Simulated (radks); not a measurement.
Values are calculated unless marked as measured or tabulated.
Species: Xe III. Configuration: [Kr] 4d10 5s2 5p4.

Code: a radial shooting solver on a logarithmic mesh with Libxc functionals. Model: scalar-relativistic Kohn-Sham, TASK exchange with Perdew-Wang LDA correlation, spin-polarised, spherical densities, finite nucleus; open shells are filled with parallel spins first (spin-orbit coupling, left out, can overturn this in heavy ions); meta-GGA in the generalised Kohn-Sham scheme; Fermi nuclear charge, rms radius 4.7859 fm.

Energy parts (eV):
total: -202598.364
kinetic: 213017.716
electron-nucleus: -489265.791
Hartree: 78680.797
exchange-correlation: -5031.086

Orbitals (lengths in bohr, moments of r in powers of bohr; <r^-3> diverges for s and p1/2; r(max) is where P^2 peaks; r(90%) holds 90 % of the orbital's charge):
| orbital | occ. | eigenvalue (eV) | <1/r> | r(max) | r(90%) | <r^-3> |
|---|---|---|---|---|---|---|
| 1s up | 1 | -34455.74 | 58.07 | 0.01716 | 0.0480 | - |
| 1s down | 1 | -34455.61 | 58.07 | 0.01716 | 0.0480 | - |
| 2s up | 1 | -5404.267 | 13.33 | 0.09700 | 0.177 | - |
| 2s down | 1 | -5404.215 | 13.33 | 0.09700 | 0.177 | - |
| 2p up | 3 | -4850.271 | 12.72 | 0.07782 | 0.163 | 6165 |
| 2p down | 3 | -4850.160 | 12.72 | 0.07782 | 0.163 | 6164 |
| 3s up | 1 | -1130.630 | 4.801 | 0.2790 | 0.450 | - |
| 3s down | 1 | -1130.538 | 4.801 | 0.2790 | 0.450 | - |
| 3p up | 3 | -950.8865 | 4.559 | 0.2729 | 0.457 | 1198 |
| 3p down | 3 | -950.7731 | 4.559 | 0.2729 | 0.457 | 1198 |
| 3d up | 5 | -683.6177 | 4.312 | 0.2260 | 0.441 | 164.2 |
| 3d down | 5 | -683.5039 | 4.312 | 0.2260 | 0.441 | 164.2 |
| 4s up | 1 | -225.1503 | 1.947 | 0.6623 | 1.04 | - |
| 4s down | 1 | -224.9239 | 1.946 | 0.6626 | 1.04 | - |
| 4p up | 3 | -167.6326 | 1.788 | 0.6943 | 1.12 | 238.9 |
| 4p down | 3 | -167.4069 | 1.788 | 0.6946 | 1.12 | 238.8 |
| 4d up | 5 | -83.0710 | 1.513 | 0.7482 | 1.33 | 25.42 |
| 4d down | 5 | -82.6724 | 1.519 | 0.7482 | 1.32 | 25.59 |
| 5s up | 1 | -41.8209 | 0.7302 | 1.612 | 2.60 | - |
| 5s down | 1 | -39.7697 | 0.7333 | 1.607 | 2.61 | - |
| 5p up | 3 | -28.2177 | 0.6265 | 1.835 | 2.99 | 31.56 |
| 5p down | 1 | -25.8572 | 0.6273 | 1.827 | 3.02 | 32.01 |

The highest occupied level is 5p down at -25.857 eV. Summed over all electrons, <r^2> = 42.63 bohr^2, which gives a Langevin (diamagnetic) susceptibility term of -33.8 x 10^-6 cm^3/mol. Spin moment in Bohr magnetons: 2. The spin density at the nucleus is -2.495 e/bohr^3 (1s -1.387, 2s 0.145, 3s 0.052, 4s 0.775, 5s -2.079). For comparison, the ionisation energy in NIST's Atomic Spectra Database is 31.05 eV (semi-empirical). In exact Kohn-Sham theory the highest level is minus the ionisation energy, but local and semilocal functionals leave it too shallow, through self-interaction and a potential that decays too fast; potentials with the right tail come closer.
